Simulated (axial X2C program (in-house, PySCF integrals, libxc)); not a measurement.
# Worked dissociation energy of LiAg: CCSD(T), spin-free

Computed with an in-house all-electron X2C program for linear molecules (integrals from PySCF). Spin-free means the one-electron spin-free X2C Hamiltonian. Basis: Ag dyall-cv3z [12s12p8d5f3g], Li dyall-cv3z [7s8p2d] (cores contracted in-house); Gaussian nuclei, density fitting, unrestricted open shells. Masses: Ag 106.905 u, Li 7.016 u.

Molecular state: M_S = 0, Λ = 0 (closed shell).

Correlated methods: 12 electrons correlated (number of frozen shells: Ag 4 s, 3 p, 1 d; Li 1 s), 252 virtual spin orbitals or spinors in MP2, 90 natural virtuals in coupled cluster.

- E(Ag) (2M_S = 1, M_L = 0): -5313.275743 hartree
- E(Li) (2M_S = 1, M_L = 0): -7.433417 hartree
- E(LiAg) at Re: -5320.776490 hartree
- ωe: 381.1 cm⁻¹
- ωexe: 2.32 cm⁻¹

Question: Work out De and D0.

Answer: De = -5313.275743 + (-7.433417) − (-5320.776490) = 0.06733 hartree = 1.832 eV. The zero-point energy is ωe/2 − ωexe/4 = 190 cm⁻¹ = 0.024 eV, so D0 = 1.809 eV.

Occupations by symmetry block were frozen at the best pattern of an incomplete PBE0 search. The closed shell is kept restricted, so the energy runs too high when the bond is stretched far. De is counted from the lowest determinant-based energies of the atoms at the same level, without counterpoise correction. Coupled cluster ran in a truncated set of natural virtual spinors; the MP2 energy of the rest was added. (T) has no such correction and the atoms are truncated less, which lowers De at CCSD(T) by a hundredth of an eV or more. The T1 diagnostic is large, a sign of multireference character.

Each atomic determinant is the lowest at this level and need not be a pure term. Totals compare only within one Hamiltonian and basis.
